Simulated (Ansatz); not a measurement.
Consider the hydrogen abstraction from the O–H bond: `[OH][Ga]([F])[Cl]` + F• → `[O][Ga]([F])[Cl]`• + H–F.

Program: Ansatz. Geometries: PBE0-D4/def2-TZVP. ΔE: electronic, gas phase. CCSD(T)/CBS adds triple-zeta CCSD(T) − MP2 to the extrapolated MP2 energy (def2 sets, frozen cores). This one scheme is used for every species, atoms too. Functionals use def2-TZVPP. HSE06 is defined as in plane-wave codes. Open shells (•) are unrestricted, without spin–orbit coupling. Spin–orbit coupling would lower the free atoms: a little for F. For Ga outer-core shells are correlated without core-valence functions, so the limit isn't a true one: a few kJ/mol of doubt a bond, and 10 to 20 or more in all where bonds break to atoms. Scalar relativity is left out up to krypton. One conformer a species, not always the lowest.

| level | ΔE (kJ/mol) | difference from CCSD(T)/CBS |
| --- | --- | --- |
| B97M-V | -63.0 | -5.5 |
| r2SCANh-D4 | -61.1 | -3.6 |
| HSE06-D4 | -59.2 | -1.7 |
| CAM-B3LYP-D4 | -63.4 | -5.9 |
| PBE-QIDH | -48.9 | 8.6 |
| PBE | -75.0 | -17.5 |
| BLYP | -78.5 | -21.0 |
| PBE0 | -59.9 | -2.4 |
| r2SCAN0 | -55.3 | 2.2 |
| HSE06 | -60.1 | -2.6 |
| CAM-B3LYP | -64.3 | -6.8 |
| HF/def2-SVP | -17.1 | 40.4 |
| CCSD/def2-SVP | -39.1 | 18.4 |
| CCSD(T)/def2-SVP | -38.5 | 19.0 |
| SCS-MP2/def2-QZVPP | -50.9 | 6.6 |
| HF/CBS(def2) | -29.7 | 27.8 |
| CCSD(T)/CBS | -57.5 | 0 |

Largest T1 diagnostic among the species: 0.014.

From BLYP to BHLYP (50 % exact exchange), in def2-TZVPP and without D4, ΔE moves by +27.6 kJ/mol. In def2-TZVPP, CCSD(T) changes the Hartree–Fock value by −25.0 kJ/mol (the triples alone add −0.8 kJ/mol) and MP2 by −22.0 kJ/mol. Leaving LDA and LC-ωPBE aside and taking each functional with its dispersion term where it has one, the values, not all of them listed here, spread over 27.4 kJ/mol, from BLYP-D4 to PBE-QIDH. LDA lies −9.7 kJ/mol from PBE without D4.

CCSD(T)/CBS has its own doubt, a few kJ/mol and more with outer-core shells, so smaller differences from it don't rank the levels.
